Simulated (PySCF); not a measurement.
**C³⁺ (carbon, charge +3) across methods**

[He] 2s1, 2S determinant. Calculation: PySCF 2.14, in dyall-av2z (11s7p2d, 42 functions); the non-relativistic Hamiltonian (point nucleus).

| method | E (hartree) | mean ε 1s α (eV) | mean ε 1s β (eV) | mean ε 2s α (eV) | Σ⟨r²⟩ (bohr²) | ⟨S²⟩ |
| --- | --- | --- | --- | --- | --- | --- |
| r2SCAN | -34.7727 | -335.83 | -334.90 | -58.005 | 2.100 | 0.750 |
| PBEsol | -34.5756 | -330.50 | -329.47 | -57.413 | 2.100 | 0.750 |
| PBE0 | -34.7416 | -341.20 | -339.80 | -59.462 | 2.094 | 0.750 |
| UHF | -34.72513 | -367.99 | -365.62 | -64.354 | 2.107 | 0.750 |
| M06 | -34.7828 | -341.56 | -340.39 | -59.080 | 2.100 | 0.750 |
| B3LYP | -34.7805 | -339.82 | -338.62 | -59.129 | 2.085 | 0.750 |
| B97-3 | -34.7812 | -342.07 | -340.90 | -59.543 | 2.087 | 0.750 |
| PBE | -34.7288 | -332.03 | -330.93 | -57.678 | 2.093 | 0.750 |
| LDA | -34.4037 | -329.33 | -328.23 | -57.253 | 2.109 | 0.750 |
